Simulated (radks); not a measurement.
The numbers below are computed, except where a source is named.
Ionisation of the osmium ion Os3+, [Xe] 4f14 5d5, to Os4+, [Xe] 4f14 5d4, under several functionals. Dirac Kohn-Sham, spin-unpolarised, spherical densities, point nucleus; open shells are shared between the two j in proportion to 2j + 1; a radial shooting solver on a logarithmic mesh with Libxc functionals.

functional                                        E(Os3+) (hartree)  Exc (hartree)  IE (eV)  -e(HOMO) (eV)  <r> HOMO (bohr)  IE error (eV)
PW91                                                    -17281.4383      -341.6885   41.540         34.534            1.629         +0.540
AM05                                                    -17270.2398      -330.3885   41.487         34.474            1.624         +0.487
exchange-only PBE                                       -17275.2810      -335.4552   40.292         33.330            1.645         -0.708
LDA (Slater exchange, Perdew-Zunger correlation)        -17269.8317      -329.9686   41.773         34.763            1.629         +0.773
BP86                                                    -17281.8138      -342.0650   41.573         34.576            1.626         +0.573

NIST Atomic Spectra Database: 41 eV (theoretical). Closest: AM05. The Delta-SCF values span 1.48 eV, the total energies 11.98 hartree. The highest occupied level is 5d5/2. Spin polarisation and multiplet splitting are left out, so open shells lie too high by an amount that depends on their filling. Sharing an open shell by 2j + 1 raises it above the true ground level by a part of the spin-orbit splitting, which enters the differences from NIST.

Beside tabulated values, note that spin-unpolarised runs miss the spin-polarisation part of the exchange energy of open shells.
